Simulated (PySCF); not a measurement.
ClHSeZn. Atoms are numbered in the order given.

```xyz
4

Zn    -0.0085     0.5357     0.0000
Cl     0.0083     2.6444     0.0000
Se    -0.0389    -1.7427     0.0000
H      1.4342    -1.7736     0.0000
```
Charge 0, spin multiplicity 1.

Geometry: PBE0-D3(BJ)/def2-SVP. The values are those of a single conformer.

These are TDA-M06-2X/def2-SVPD (PySCF) values and carry that method's errors.

Vertical excitations. Isolated molecule, no solvent. State labels are in the subgroup Cs.

```csv
state,symmetry,energy (eV),λ (nm),f,main pairs
S1,A",4.71,263,0.031,HOMO→LUMO 95 %
S2,A",5.16,240,0.001,HOMO→LUMO+1 89 %
S3,A",5.91,210,0.008,"HOMO→LUMO+3 54 %, HOMO→LUMO+4 34 %"
S4,A',5.98,207,0.003,"HOMO→LUMO+2 76 %, HOMO−1→LUMO 21 %"
S5,A',6.51,191,0.023,HOMO−2→LUMO 91 %
S6,A",6.55,189,0.039,HOMO−3→LUMO 92 %
S7,A',6.80,182,0.157,"HOMO−1→LUMO+1 56 %, HOMO−1→LUMO 28 %"
S8,A",7.16,173,0.000,HOMO−3→LUMO+1 95 %
S9,A",7.19,172,0.009,"HOMO→LUMO+4 50 %, HOMO→LUMO+3 37 %"
S10,A',7.19,172,0.256,"HOMO−2→LUMO+1 31 %, HOMO−1→LUMO+1 27 %, HOMO−1→LUMO 21 %, HOMO→LUMO+2 6 %"
T1,A",4.41,281,0,HOMO→LUMO 94 %
T2,A",4.95,250,0,"HOMO→LUMO+1 75 %, HOMO→LUMO+3 13 %"
T3,A',5.46,227,0,"HOMO→LUMO+2 76 %, HOMO−1→LUMO 18 %"
T4,A",5.67,219,0,"HOMO→LUMO+3 44 %, HOMO→LUMO+4 28 %, HOMO→LUMO+1 22 %"
```
Triplets are in the Tamm–Dancoff approximation.
